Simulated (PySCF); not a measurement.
Mg(NH2)(SMe), SMILES [S]([Mg][NH2])C, PBE0/def2-SVP optimised geometry.

```
9

Mg     0.69    -0.91     0.00
N      2.58    -0.91     0.00
H      3.18    -0.41    -0.64
H      3.18    -1.43     0.63
S     -1.62    -0.93    -0.01
C     -2.09     0.46     1.09
H     -1.73     0.31     2.12
H     -3.18     0.50     1.11
H     -1.72     1.43     0.72
```

Density from PBE0/def2-TZVP (PySCF) at that geometry.

Minimum of the electron density along straight lines between bonded atoms, close to the bond critical point (lines longer than 1.1 times the sum of covalent radii, or with two minima, are not listed):

```json
[
 {"bond": "Mg1–N2", "length / Å": "1.887", "ρ at the minimum / e bohr⁻³": "(withheld)", "∇²ρ there / e bohr⁻⁵": "0.50", "position (fraction from the first atom)": "0.43"},
 {"bond": "N2–H3", "length / Å": "1.016", "ρ at the minimum / e bohr⁻³": "0.329", "∇²ρ there / e bohr⁻⁵": "-1.50", "position (fraction from the first atom)": "0.73"},
 {"bond": "N2–H4", "length / Å": "1.016", "ρ at the minimum / e bohr⁻³": "0.329", "∇²ρ there / e bohr⁻⁵": "-1.50", "position (fraction from the first atom)": "0.73"},
 {"bond": "Mg1–S5", "length / Å": "2.310", "ρ at the minimum / e bohr⁻³": "0.050", "∇²ρ there / e bohr⁻⁵": "(withheld)", "position (fraction from the first atom)": "0.39"},
 {"bond": "S5–C6", "length / Å": "1.833", "ρ at the minimum / e bohr⁻³": "0.171", "∇²ρ there / e bohr⁻⁵": "(withheld)", "position (fraction from the first atom)": "0.52"},
 {"bond": "C6–H7", "length / Å": "1.099", "ρ at the minimum / e bohr⁻³": "0.275", "∇²ρ there / e bohr⁻⁵": "-0.93", "position (fraction from the first atom)": "0.64"},
 {"bond": "C6–H8", "length / Å": "1.099", "ρ at the minimum / e bohr⁻³": "0.275", "∇²ρ there / e bohr⁻⁵": "-0.93", "position (fraction from the first atom)": "0.65"},
 {"bond": "C6–H9", "length / Å": "1.099", "ρ at the minimum / e bohr⁻³": "0.275", "∇²ρ there / e bohr⁻⁵": "-0.93", "position (fraction from the first atom)": "0.64"}
]
```

**Question.** Some entries are withheld; supply them.

**Answer.** 
- Mg1–N2, ρ at the minimum / e bohr⁻³: 0.072
- Mg1–S5, ∇²ρ there / e bohr⁻⁵: 0.21
- S5–C6, ∇²ρ there / e bohr⁻⁵: -0.26
